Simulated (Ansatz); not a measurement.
CH7AlOSSi (`C[O][AlH][SiH2]S`) at its PBE0-D4/def2-TZVP geometry, where that method's forces vanish. Charge 0, multiplicity 1.

```
atom   x (Å)   y (Å)   z (Å)
  C1   1.887   0.800   1.216
  O2   0.773   0.290   0.539
 Al3  -0.064   0.690  -0.875
 Si4  -1.922  -0.860  -1.191
  S5  -1.844  -2.205   0.487
  H6   2.660   0.030   1.299
  H7   2.322   1.669   0.707
  H8   1.603   1.104   2.228
  H9   0.427   1.925  -1.743
 H10  -3.253  -0.189  -1.228
 H11  -1.830  -1.639  -2.460
 H12  -0.759  -1.615   1.020
```

Question: For each bond, give half the difference of the two atoms' forces along it (eV/Å; positive pushes the atoms apart) under PBE-D4, r2SCAN-D4, B3LYP-D4, ωB97M-V in def2-TZVPP. (Estimate.)

Answer: Computed: 
```tsv
bond	length (Å)	PBE-D4	r2SCAN-D4	B3LYP-D4	ωB97M-V
C1–O2	1.399	0.23	0.30	0.31	0.32
C1–H6	1.095	0.08	-0.07	-0.10	-0.13
C1–H7	1.097	0.07	-0.06	-0.08	-0.11
C1–H8	1.095	0.08	-0.07	-0.10	-0.13
O2–Al3	1.691	0.23	-0.04	0.00	0.01
Al3–Si4	2.441	-0.16	-0.02	0.02	0.00
Al3–H9	1.587	-0.01	-0.04	-0.12	-0.14
Si4–S5	2.152	0.14	0.06	0.22	0.09
Si4–H10	1.491	0.10	-0.02	-0.11	-0.13
Si4–H11	1.491	0.10	-0.02	-0.11	-0.13
S5–H12	1.345	0.26	0.00	-0.04	-0.10
```

B3LYP here is the variant with VWN-RPA as its local correlation; programs differ in this.
